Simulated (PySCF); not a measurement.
The scaffold BH2-X carries different groups X. Isolated molecules, 0 K electronic values unless said otherwise. One relaxed conformer stands for each flexible species; it need not be the lowest. Strings in code marks are SMILES.

Level of theory: M06-2X/def2-TZVP in PySCF. All candidates: neutral, multiplicity 1. Excitations are Tamm–Dancoff values on a coarser integration grid. The basis has no diffuse functions, so Rydberg states are missing or too high.

```yaml
T1 excitation (TDA): 5.94 eV
HOMO–LUMO gap: 10.57 eV
HOMO: -10.02 eV
```

Question: Name which member has these values.
(A) `BC=O`
(B) `BOC`
(C) `BN`
(D) `BCl`

Answer: B, `BOC`. The others give `BC=O`: 3.10 eV, 7.77 eV, -8.90 eV; `BCl`: 4.74 eV, 9.12 eV, -9.97 eV; `BN`: 6.25 eV, 11.15 eV, -10.05 eV
